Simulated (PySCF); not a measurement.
**Polarisability and C₆ of Os- (osmium, charge -1)**

[Xe] 4f14 5d7 6s2, high-spin 4F determinant. Calculation: PySCF 2.14, in aug-cc-pwCVDZ-PP with ECP60MDF; a scalar-relativistic core potential. Coupled (time-dependent) response in atomic units; α is the mean over directions. A double-zeta set is small for polarisabilities.

| method | mean α (bohr³) | C₆ (like pair) | S(−4) |
| --- | --- | --- | --- |
| LC-wPBE | 206.0 | 2900 | 59190 |

S(−4) is the Cauchy moment in α(ω) = α(0) + S(−4) ω² + …

Spin-orbit coupling is absent.

α(iu) at LC-wPBE:

| u (hartree) | α(iu) (bohr³) |
| --- | --- |
| 0 | 206.0 |
| 0.0500 | 141.3 |
| 0.100 | 91.73 |
| 0.200 | 46.92 |
| 0.300 | 29.53 |
| 0.500 | 16.55 |
| 0.750 | 10.54 |
| 1.00 | 7.514 |
| 1.50 | 4.425 |
| 2.00 | 2.918 |
| 3.00 | 1.538 |
| 5.00 | 0.6359 |

A single London oscillator, α(iu) = α/(1 + u²/ω²), gives C₆ = (3/4) ω α². Matching the computed C₆ needs ω = 4 × 2900 / (3 × 206.0²) = 0.0911 hartree.

For an ion, C₆ is the dispersion term alone; charge-induced terms of lower order in 1/R come first.

Energies and moments cover only the electrons outside the core potential. Spin-orbit coupling, absent here, splits the open shell strongly.
